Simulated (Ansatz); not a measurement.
In₄N₄H₁₄⁺, a cluster cut from wurtzite InN (hydrogen-capped). Charge 1, multiplicity 2. Geometry PBE-D4/def2-SVP, that of the neutral singlet; atoms count from 1.

```xyz
22

In   -1.725    1.723    0.433
N    -2.184   -0.473   -0.090
In    1.345    1.297   -1.625
N     0.475    1.619    0.375
N     0.636   -0.869   -1.961
In   -0.556   -1.893   -0.439
In    1.397    0.443    1.996
N     0.671   -1.647    1.356
H    -2.335    2.558   -0.975
H    -2.289    1.819    2.084
H    -2.797   -0.457   -0.919
H    -2.789   -0.836    0.663
H     0.429    2.161   -2.836
H     3.076    1.090   -1.512
H     0.761    2.590    0.600
H     0.118   -0.875   -2.853
H     1.480   -1.428   -2.157
H    -1.037   -3.525   -0.816
H     0.526    0.678    3.492
H     3.122    0.310    1.750
H     0.166   -2.044    2.164
H     1.512   -2.239    1.270
```

In the def2 sets In takes a core potential; there is no spin–orbit coupling. Single mean-field runs in def2-TZVP are fitted with def2-universal-jkfit.

Problem. Estimate the Mulliken populations from the PBE0/def2-TZVP orbitals of Ansatz.

Solution. 
| atom | charge (e) | spin (α − β) |
| --- | --- | --- |
| In1 | 0.54 | 0.02 |
| N2 | -0.86 | 0.01 |
| In3 | 0.54 | 0.01 |
| N4 | -0.82 | 0.53 |
| N5 | -0.86 | 0.01 |
| In6 | 0.85 | 0.00 |
| In7 | 0.55 | -0.02 |
| N8 | -0.86 | 0.00 |
| H9 | -0.03 | 0.00 |
| H10 | 0.00 | 0.12 |
| H11 | 0.29 | 0.00 |
| H12 | 0.29 | 0.00 |
| H13 | -0.04 | -0.01 |
| H14 | 0.00 | 0.15 |
| H15 | 0.30 | -0.01 |
| H16 | 0.29 | 0.00 |
| H17 | 0.29 | 0.00 |
| H18 | -0.03 | 0.00 |
| H19 | -0.02 | 0.08 |
| H20 | -0.01 | 0.12 |
| H21 | 0.29 | 0.00 |
| H22 | 0.29 | 0.00 |
Mulliken values depend strongly on the basis.

Problem. Where does the spin sit?

Solution. Summed by element: In 0.01, N 0.55, H 0.44, of 1 unpaired in all. Largest on single atoms: N4 0.53, H14 0.15, H10 0.12.

Problem. And the Mayer bond orders between heavy atoms (over 0.3)?

Solution. In1–N2 0.49 (2.30 Å); In1–N4 0.46 (2.20 Å); N2–In6 0.58 (2.19 Å); In3–N4 0.48 (2.20 Å); In3–N5 0.49 (2.30 Å); N4–In7 0.58 (2.20 Å); N5–In6 0.58 (2.19 Å); In6–N8 0.58 (2.19 Å); In7–N8 0.49 (2.30 Å).
